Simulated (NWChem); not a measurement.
System: BeBrCl; SMILES [Cl][Be][Br]

Input file for NWChem:

```
start job
memory heap 200 mb stack 900 mb global 1100 mb
geometry units angstroms noautosym noautoz
  Be     0.485561     0.246290    -0.514270
  Cl     1.624547     0.823998    -1.720579
  Br    -0.775569    -0.393382     0.821415
end
basis spherical
  * library def2-tzvp
end
dft
  xc pbe0
  disp vdw 4
  iterations 150
end
driver
  maxiter 120
end
task dft optimize
task dft freq
```

Parts of the log:

```
             Northwest Computational Chemistry Package (NWChem) 7.3.0
             --------------------------------------------------------

                             Geometry "geometry" -> ""
                             -------------------------

 Output coordinates in angstroms (scale by  1.889725989 to convert to a.u.)

  No.       Tag          Charge          X              Y              Z
 ---- ---------------- ---------- -------------- -------------- --------------
    1 Be                   4.0000     0.44244264     0.22441936    -0.46860218
    2 Cl                  17.0000     1.58142864     0.80212736    -1.67491118
    3 Br                  35.0000    -0.81868736    -0.41525264     0.86708282

 Effective nuclear repulsion energy (a.u.)     143.6227178704

                           NWChem Geometry Optimization
                           ----------------------------

 maximum gradient threshold         (gmax) =   0.000450
 rms gradient threshold             (grms) =   0.000300
 maximum cartesian step threshold   (xmax) =   0.001800
 rms cartesian step threshold       (xrms) =   0.001200
 fixed trust radius                (trust) =   0.300000
 source of zmatrix                         =

          -------------------
          Energy Minimization
          -------------------

 Using diagonal initial Hessian

          --------
          Step   0

                                 NWChem DFT Module
                                 -----------------

 Summary of "ao basis" -> "ao basis" (spherical)
 ------------------------------------------------------------------------------
       Tag                 Description            Shells   Functions and Types
 ---------------- ------------------------------  ------  ---------------------
 Be                        def2-tzvp                 9       19   5s3p1d
 Cl                        def2-tzvp                13       37   5s5p2d1f
 Br                        def2-tzvp                16       48   6s5p4d1f

            General Information
            -------------------
          SCF calculation type: DFT
          Wavefunction type:  closed shell.
          No. of atoms     :     3
          No. of electrons :    56
           Alpha electrons :    28
            Beta electrons :    28
          Charge           :     0
          Spin multiplicity:     1
          Use of symmetry is: off; symmetry adaption is: off
          Maximum number of iterations: 150
          AO basis - number of functions:   104
                     number of shells:    38
          Convergence on energy requested:  1.00D-06
          Convergence on density requested:  1.00D-05
          Convergence on gradient requested:  5.00D-04

              XC Information
              --------------
                         PBE0 Method XC Functional
                     Hartree-Fock (Exact) Exchange  0.250
          PerdewBurkeErnzerhof Exchange Functional  0.750
            Perdew 1991 LDA Correlation Functional  1.000 local
           PerdewBurkeErnz. Correlation Functional  1.000 non-local

             Grid Information
             ----------------
          Grid used for XC integration:  medium
          Radial quadrature: Mura-Knowles
          Angular quadrature: Lebedev.
          Tag              B.-S. Rad. Rad. Pts. Rad. Cut. Ang. Pts.
          ---              ---------- --------- --------- ---------
          Be                  1.05       49           9.0       434
          Cl                  1.00       88          11.0       590
          Br                  1.15      112          10.0       590
          Grid pruning is: on
          Number of quadrature shells:   249
          Spatial weights used:  Erf1

           DFT-D3BJ Model
          s6 scale factor  :        1.000000000000
          s8 scale factor  :        1.217700000000
          a1 parameter     :        0.414500000000
          a2 parameter     :        4.859300000000
              vdW contrib  :       -0.002242266052

      Superposition of Atomic Density Guess
      -------------------------------------

 Sum of atomic energies:       -3046.44926855

      Non-variational initial energy
      ------------------------------

 Total energy =   -3047.082657
 1-e energy   =   -4521.940341
 2-e energy   =    1331.234967
 HOMO         =      -0.421904
 LUMO         =      -0.003767

   convergence    iter        energy       DeltaE   RMS-Dens  Diis-err
 ---------------- ----- ----------------- --------- --------- ---------
 d= 0,ls=0.0,diis     1  -3048.7378420930 -3.19D+03  6.37D-03  8.05D-01
 d= 0,ls=0.0,diis     2  -3048.7521374604 -1.43D-02  4.00D-03  2.37D-01
 d= 0,ls=0.0,diis     3  -3048.7710621254 -1.89D-02  1.50D-03  7.81D-02
 d= 0,ls=0.0,diis     4  -3048.7815424492 -1.05D-02  1.05D-04  1.63D-04
 d= 0,ls=0.0,diis     5  -3048.7815623686 -1.99D-05  2.43D-05  4.89D-06
 d= 0,ls=0.0,diis     6  -3048.7815629319 -5.63D-07  7.98D-06  2.44D-06

         Total DFT energy =    -3048.781562931932
      One electron energy =    -4523.894179247482
           Coulomb energy =     1453.561739753958
    Exchange-Corr. energy =     -122.069599042749
 Nuclear repulsion energy =      143.622717870393

    Dispersion correction =       -0.002242266052

 Numeric. integr. density =       55.999999152535

                       DFT Final Molecular Orbital Analysis
                       ------------------------------------

 Vector   26  Occ=2.000000D+00  E=-3.693388D-01
              MO Center=  1.3D+00,  6.7D-01, -1.4D+00, r^2= 2.1D+00
   Bfn.  Coefficient  Atom+Function         Bfn.  Coefficient  Atom+Function
  ----- ------------  ---------------      ----- ------------  ---------------
    35      0.467199  2 Cl py                38      0.274146  2 Cl py
    32      0.212085  2 Cl py                36      0.188083  2 Cl pz
    26     -0.176753  2 Cl py                 7     -0.144952  1 Be py
    73      0.128327  3 Br py                39      0.110364  2 Cl pz
    33      0.085380  2 Cl pz                67     -0.082647  3 Br py

 Vector   27  Occ=2.000000D+00  E=-3.303434D-01
              MO Center= -5.5D-01, -2.8D-01,  5.8D-01, r^2= 2.6D+00
   Bfn.  Coefficient  Atom+Function         Bfn.  Coefficient  Atom+Function
  ----- ------------  ---------------      ----- ------------  ---------------
    74      0.353920  3 Br pz                72      0.337522  3 Br px
    68     -0.240516  3 Br pz                66     -0.229372  3 Br px
    71      0.215312  3 Br pz                69      0.205336  3 Br px
    77      0.196255  3 Br pz                75      0.187162  3 Br px
    36     -0.119593  2 Cl pz                34     -0.114050  2 Cl px

 Vector   28  Occ=2.000000D+00  E=-3.303434D-01
              MO Center= -5.5D-01, -2.8D-01,  5.8D-01, r^2= 2.6D+00
   Bfn.  Coefficient  Atom+Function         Bfn.  Coefficient  Atom+Function
  ----- ------------  ---------------      ----- ------------  ---------------
    73      0.461226  3 Br py                67     -0.313438  3 Br py
    70      0.280593  3 Br py                76      0.255758  3 Br py
    72     -0.166913  3 Br px                35     -0.155852  2 Cl py
    66      0.113430  3 Br px                69     -0.101544  3 Br px
    38     -0.096834  2 Cl py                64      0.095602  3 Br py

 Vector   29  Occ=0.000000D+00  E=-1.708761D-02
              MO Center=  3.9D-01,  2.0D-01, -4.1D-01, r^2= 8.1D+00
   Bfn.  Coefficient  Atom+Function         Bfn.  Coefficient  Atom+Function
  ----- ------------  ---------------      ----- ------------  ---------------
     5      1.397966  1 Be s                  4     -0.579857  1 Be s
     3      0.237185  1 Be s                 61     -0.216262  3 Br s
    23     -0.196881  2 Cl s                 62     -0.162245  3 Br s
    18     -0.157735  1 Be d  1              22      0.115283  2 Cl s
    60      0.106318  3 Br s                 16      0.080005  1 Be d -1

 Vector   30  Occ=0.000000D+00  E=-7.986139D-03
              MO Center=  4.0D-01,  2.0D-01, -4.2D-01, r^2= 3.8D+00
   Bfn.  Coefficient  Atom+Function         Bfn.  Coefficient  Atom+Function
  ----- ------------  ---------------      ----- ------------  ---------------
    13      0.615083  1 Be py                 7     -0.547353  1 Be py
    38     -0.307619  2 Cl py                76     -0.280993  3 Br py
    12     -0.164092  1 Be px                35     -0.154156  2 Cl py
     6      0.146023  1 Be px                73     -0.141200  3 Br py
    14      0.139634  1 Be pz                 8     -0.124258  1 Be pz

 Vector   31  Occ=0.000000D+00  E=-7.986137D-03
              MO Center=  4.0D-01,  2.0D-01, -4.2D-01, r^2= 3.8D+00
   Bfn.  Coefficient  Atom+Function         Bfn.  Coefficient  Atom+Function
  ----- ------------  ---------------      ----- ------------  ---------------
    12      0.468275  1 Be px                14      0.452746  1 Be pz
     6     -0.416711  1 Be px                 8     -0.402892  1 Be pz
    37     -0.234198  2 Cl px                39     -0.226430  2 Cl pz
    75     -0.213928  3 Br px                77     -0.206830  3 Br pz
    34     -0.117360  2 Cl px                36     -0.113471  2 Cl pz

     Multipole analysis of the density
     ---------------------------------

     L   x y z        total         alpha         beta         nuclear
     -   - - -        -----         -----         ----         -------
     0   0 0 0     -0.000000    -28.000000    -28.000000     56.000000

     1   1 0 0      0.029410      0.014705      0.014705      0.000000
     1   0 1 0      0.014922      0.007461      0.007461      0.000000
     1   0 0 1     -0.031154     -0.015577     -0.015577      0.000000

     2   2 0 0    -27.324745   -132.859710   -132.859710    238.394676
     2   1 1 0     -0.460153    -60.689027    -60.689027    120.917901
     2   1 0 1      0.960845    126.723888    126.723888   -252.486932
     2   0 2 0    -26.650917    -43.991283    -43.991283     61.331650
     2   0 1 1      0.487351     64.276544     64.276544   -128.065737
     2   0 0 2    -27.435159   -147.423692   -147.423692    267.412225

            General Information
            -------------------
          SCF calculation type: DFT
          Wavefunction type:  closed shell.
          No. of atoms     :     3
          No. of electrons :    56
           Alpha electrons :    28
            Beta electrons :    28
          Charge           :     0
          Spin multiplicity:     1
          Use of symmetry is: off; symmetry adaption is: off
          Maximum number of iterations: 150
          AO basis - number of functions:   104
                     number of shells:    38
          Convergence on energy requested:  1.00D-06
          Convergence on density requested:  1.00D-05
          Convergence on gradient requested:  5.00D-04

[...]

      ----------------------
      Optimization converged
      ----------------------

  Step       Energy      Delta E   Gmax     Grms     Xrms     Xmax
  ---- ---------------- -------- -------- -------- -------- --------
@    4   -3048.78230037 -1.6D-07  0.00003  0.00002  0.00052  0.00115
                                     ok       ok       ok       ok

                         Geometry "geometry" -> "geometry"
                         ---------------------------------

 Output coordinates in angstroms (scale by  1.889725989 to convert to a.u.)

  No.       Tag          Charge          X              Y              Z
 ---- ---------------- ---------- -------------- -------------- --------------
    1 Be                   4.0000     0.43512539     0.22054549    -0.46067077
    2 Cl                  17.0000     1.60168655     0.81245053    -1.69642028
    3 Br                  35.0000    -0.83162801    -0.42170195     0.88066051

 Effective nuclear repulsion energy (a.u.)     141.8140086800

 ==============================================================================
                                internuclear distances
 ------------------------------------------------------------------------------
       center one      |      center two      | atomic units |  angstroms
 ------------------------------------------------------------------------------
    2 Cl               |   1 Be               |     3.40061  |     1.79953
    3 Br               |   1 Be               |     3.69165  |     1.95354
 ------------------------------------------------------------------------------
                         number of included internuclear distances:          2
 ==============================================================================

[second-derivative integrals and response iterations left out]

  Vibrational analysis via the FX method

  See chapter 2 in "Molecular Vibrations" by Wilson, Decius and Cross

  Vib: Default input used

 ---------------------------- Atom information ----------------------------
     atom    #        X              Y              Z            mass
 --------------------------------------------------------------------------
    Be       1  8.2226776D-01  4.1677055D-01 -8.7054153D-01  9.0121800D+00
    Cl       2  3.0267487D+00  1.5353089D+00 -3.2057695D+00  3.4968850D+01
    Br       3 -1.5715491D+00 -7.9690114D-01  1.6642071D+00  7.9916500D+01
 --------------------------------------------------------------------------

[unprojected Hessian and modes left out]

        Vibrational analysis via the FX method
  --- with translations and rotations projected out ---
  --- via the Eckart algorithm                      ---
 Projected Nuclear Hessian trans-rot subspace norm:1.9402D-33
                         (should be close to zero!)

[projected Hessian left out]

 Rotational Constants
 --------------------
 A= ********** cm-1  (********** K)
 B=   0.048424 cm-1  (  0.069670 K)
 C=   0.048424 cm-1  (  0.069670 K)

 Temperature                      =   298.15K
 frequency scaling parameter      =   1.0000

 Zero-Point correction to Energy  =    2.294 kcal/mol  (  0.003656 au)
 Thermal correction to Energy     =    4.678 kcal/mol  (  0.007455 au)
 Thermal correction to Enthalpy   =    5.270 kcal/mol  (  0.008399 au)

 Total Entropy                    =   52.522 cal/mol-K
   - Translational                =   40.339 cal/mol-K (mol. weight = 123.8975)
   - Rotational                   =    8.776 cal/mol-K (symmetry #  =        1)
   - Vibrational                  =    3.408 cal/mol-K

 Cv (constant volume heat capacity) =    9.723 cal/mol-K
   - Translational                  =    2.979 cal/mol-K
   - Rotational                     =    2.979 cal/mol-K
   - Vibrational                    =    3.764 cal/mol-K

[normal modes left out]

 ----------------------------------------------------------------------------
 Normal Eigenvalue ||           Projected Infra Red Intensities
  Mode   [cm**-1]  || [atomic units] [(debye/angs)**2] [(KM/mol)] [arbitrary]
 ------ ---------- || -------------- ----------------- ---------- -----------
    1       -0.000 ||    0.000479           0.011         0.467       0.085
    2       -0.000 ||    0.000010           0.000         0.009       0.002
    3        0.000 ||    0.000410           0.009         0.399       0.073
    4        0.000 ||    0.001066           0.025         1.040       0.189
    5        0.000 ||    0.001053           0.024         1.026       0.187
    6        0.000 ||    0.031191           0.720        30.407       5.529
    7      215.303 ||    0.034208           0.789        33.348       6.063
    8      313.765 ||    0.000234           0.005         0.228       0.041
    9     1076.655 ||    0.439101          10.130       428.058      77.831
 ----------------------------------------------------------------------------
```

Level: PBE0-D3(BJ)/def2-TZVP. This build's default masses of Se (78.918 u) and Br (79.917 u) are each other's, which moves their modes by up to 0.6 %.
